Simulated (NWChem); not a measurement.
System: CH3ClGeO2; SMILES [Cl][GeH2][C](=O)O

```xyz
8

O     -0.3477    -2.4968     0.0000
C      0.2752    -1.4692     0.0000
O      1.6031    -1.3988     0.0000
Ge    -0.6898     0.2696     0.0000
Cl     0.6773     1.9403     0.0000
H      1.9401    -2.3129     0.0000
H     -1.5373     0.3402     1.2746
H     -1.5373     0.3402    -1.2746
```
Atoms are numbered in this order, from 1.

Results from NWChem. Coordinates come from a PBE0/def2-SVP optimisation.

Q: Taking B3LYP/pcseg-2 as the yardstick, which of these has the fewest basis functions while keeping “highest occupied level (eV)” within 0.1 eV of it: B3LYP/pcseg-1; B3LYP/STO-3G; B3LYP/aug-pcseg-1; B3LYP/def2-SVP?

A: B3LYP/pcseg-1 (a larger set in the list lies outside the tolerance).
```tsv
level	basis functions	highest occupied level (eV)
B3LYP/STO-3G	45	-4.29
B3LYP/pcseg-1	102	-7.92
B3LYP/def2-SVP	107	-7.64
B3LYP/aug-pcseg-1	159	-7.98
B3LYP/pcseg-2	209	-7.95
```

The yardstick is one finite set, not the basis-set limit.
